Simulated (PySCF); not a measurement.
Two species compared at the same levels of theory.

First species: C6H10N2.
Structure used (GFN2-xTB), in Å, numbered top down from 1:
```xyz
18
C6H10N2 angstrom
C      2.7349    0.6372   -0.4821
N      1.9808   -0.5921   -0.5600
C      0.6417   -0.5593   -0.1723
C     -0.1215   -1.6895    0.2024
C     -1.4007   -1.2569    0.4303
N     -1.4553    0.0785    0.2190
C     -2.6136    0.9146    0.3342
C     -0.2115    0.5180   -0.1479
H      2.2905    1.3675   -1.1581
H      3.7567    0.4451   -0.8065
H      2.7607    1.0724    0.5277
H      2.4665   -1.3782   -0.1468
H      0.2380   -2.6959    0.2882
H     -2.2690   -1.8109    0.7311
H     -2.4383    1.7226    1.0501
H     -2.8682    1.3609   -0.6318
H     -3.4586    0.3196    0.6779
H     -0.0419    1.5527   -0.3672
```

Second species: C2H3Cl3.
Atom-mapped SMILES: `[CH3:1][C:2]([Cl:3])([Cl:4])[Cl:5]` (hydrogens: H6, H7, H8 on C1)

Geometry (GFN2-xTB, Å), atoms numbered from 1 in this order:
```xyz
8
C2H3Cl3 angstrom
C      0.846   -0.037   -0.112
C     -0.649    0.030    0.080
Cl    -1.496   -0.586   -1.360
Cl    -1.145   -0.949    1.482
Cl    -1.172    1.709    0.360
H      1.346    0.343    0.776
H      1.132    0.566   -0.971
H      1.148   -1.068   -0.280
```

Levels: PBE0/pcSseg-1 for dipole moment, HOMO energy, LUMO energy and HOMO–LUMO gap; GFN2-xTB for rotational constant A and rotational constant C. Geometries: GFN2-xTB. Each structure is a single optimised conformer of the isolated species, non-relativistic unless stated; the electronic structure was computed with PySCF and density fitting.

The conformers computed, where there is a choice (atom-mapped SMILES and torsion angles):
- `[CH3:1][NH:2][c:3]1[cH:4][cH:5][n:6]([CH3:7])[cH:8]1`: C1–N2–C3–C4 -160°

Question: Which has the higher HOMO energy?

Answer: The first: -5.03 eV against -8.75 eV, a difference of 3.72 eV.

Question: Which of the two has the higher LUMO energy, and by how much?

Answer: The first: 1.27 eV against -0.72 eV, a difference of 1.99 eV.

Question: Which has the higher dipole moment?

Answer: The second: 1.99 D against 1.58 D, a difference of 0.41 D.

Question: Which has the higher HOMO–LUMO gap?

Answer: The second: 8.03 eV against 6.30 eV, a difference of 1.73 eV.

Question: Which of the two has the higher rotational constant A, and by how much?

Answer: The first: 4.860 GHz against 2.372 GHz, a difference of 2.488 GHz.

Question: Which of the two has the higher rotational constant C, and by how much?

Answer: The second: 1.717 GHz against 1.094 GHz, a difference of 0.623 GHz.

On the first: In atomic units the dipole is 0.62 e·bohr (1 au = 2.5417 D).

On the second: A dipole of 1.99 D is allowed in C3v, and pure rotational transitions are dipole-allowed. In atomic units the dipole is 0.78 e·bohr (1 au = 2.5417 D).
